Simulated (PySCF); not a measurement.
Compound: C4H8FNSi2.
SMILES with atom numbers: `[N:1]#[C:2][Si@@H:3]1[SiH2:4][CH2:5][CH2:6][C@H:7]1[F:8]`

Structure used (GFN2-xTB), in Å, numbered top down from 1:
```
atom  x, y, z in Å
N1     3.548   -1.256    0.115
C2     2.563   -0.853    0.542
Si3    0.922   -0.266    1.217
Si4   -0.896   -1.487    0.443
C5    -1.507   -0.057   -0.677
C6    -0.330    0.836   -1.081
C7     0.485    1.281    0.129
F8    -0.293    2.137    0.908
H9     1.215    0.176    2.581
H10   -1.915   -1.869    1.423
H11   -0.542   -2.666   -0.356
H12   -2.017   -0.413   -1.572
H13   -2.230    0.550   -0.128
H14    0.343    0.295   -1.752
H15   -0.699    1.717   -1.614
H16    1.344    1.883   -0.188
```

NICS = −σ at a ghost point: NICS(0) at the centroid of the ring atoms, NICS(1) 1 Å to either side along the normal of their mean plane, zz for the tensor component along that normal. Level: GIAO PBE0/pcSseg-1 (PySCF, non-relativistic, gas phase) on the GFN2-xTB geometry, one conformer.

Ring bond lengths (Å), with Mayer bond orders in brackets: Si3–Si4 2.323 (0.92), Si4–C5 1.917 (0.92), C5–C6 1.532 (1.02), C6–C7 1.526 (1.03), C7–Si3 1.941 (0.84).

Give the NICS values of each ring in ppm.

| ring | type | NICS(0) | NICS(1), two faces | NICS(1)zz, two faces | rms pucker (Å) | centre to ring atoms, mean (Å) |
| --- | --- | --- | --- | --- | --- | --- |
| Si3–Si4–C5–C6–C7 | 5-membered ring with 2 Si; formal bonds all single | -3.3 | -3.1 / -3.8 | -1.1 / -2.1 | 0.20 | 1.53 |

What can be read from them?

- Si3–Si4–C5–C6–C7: mean NICS(1)zz -1.6 ppm, near zero. Si3, Si4, C5, C6, C7 have four or more neighbours; no verdict on aromaticity is drawn.

What field does 14.1 T along the ring normal induce along that normal at the second NICS(1) probe listed for ring Si3–Si4–C5–C6–C7, 1 Å off the ring?

NICSzz × B0 = -2.1 ppm × 14.1 T = -30 μT, against the applied field.

List the ring angles and the Hirshfeld charges of the ring atoms.

- Si3–Si4–C5–C6–C7: Si3 93.2° (+0.299 e), Si4 93.0° (+0.267 e), C5 110.1° (-0.155 e), C6 111.8° (-0.077 e), C7 109.4° (-0.017 e); sum 517.5° against 540° for a flat convex ring.

What are the shieldings of the ring atoms and their hydrogens in the same run (means over atoms taken as equivalent)?

```json
{"atoms": "Si3", "environment": "SiH silicon", "σ isotropic (ppm)": "416.2", "principal values of the symmetric part, first atom (ppm)": "372.7, 424.8, 451.1"}
{"atoms": "Si4", "environment": "SiH2 silicon", "σ isotropic (ppm)": "418.5", "principal values of the symmetric part, first atom (ppm)": "391.3, 400.3, 463.9"}
{"atoms": "C5", "environment": "sp3 carbon bound to silicon", "σ isotropic (ppm)": "175.9", "principal values of the symmetric part, first atom (ppm)": "154.1, 181.2, 192.4"}
{"atoms": "C6", "environment": "ring CH2 carbon", "σ isotropic (ppm)": "151.0", "principal values of the symmetric part, first atom (ppm)": "139.3, 149.2, 164.5"}
{"atoms": "C7", "environment": "sp3 C–F carbon", "σ isotropic (ppm)": "90.3", "principal values of the symmetric part, first atom (ppm)": "54.3, 75.1, 141.5"}
{"atoms": "H9", "environment": "Si–H hydrogen", "σ isotropic (ppm)": "27.17", "principal values of the symmetric part, first atom (ppm)": "23.5, 25.2, 32.8"}
{"atoms": "H10", "environment": "Si–H hydrogen", "σ isotropic (ppm)": "27.63", "principal values of the symmetric part, first atom (ppm)": "24.0, 24.9, 34.0"}
{"atoms": "H11", "environment": "Si–H hydrogen", "σ isotropic (ppm)": "27.68", "principal values of the symmetric part, first atom (ppm)": "24.3, 25.0, 33.7"}
{"atoms": "H12", "environment": "methylene hydrogen", "σ isotropic (ppm)": "30.16", "principal values of the symmetric part, first atom (ppm)": "24.4, 27.8, 38.3"}
{"atoms": "H13", "environment": "methylene hydrogen", "σ isotropic (ppm)": "30.30", "principal values of the symmetric part, first atom (ppm)": "25.3, 28.2, 37.4"}
{"atoms": "H14", "environment": "methylene hydrogen", "σ isotropic (ppm)": "30.31", "principal values of the symmetric part, first atom (ppm)": "26.6, 27.8, 36.5"}
{"atoms": "H15", "environment": "methylene hydrogen", "σ isotropic (ppm)": "28.85", "principal values of the symmetric part, first atom (ppm)": "23.3, 27.1, 36.1"}
{"atoms": "H16", "environment": "methine hydrogen", "σ isotropic (ppm)": "26.02", "principal values of the symmetric part, first atom (ppm)": "23.4, 25.9, 28.7"}
```
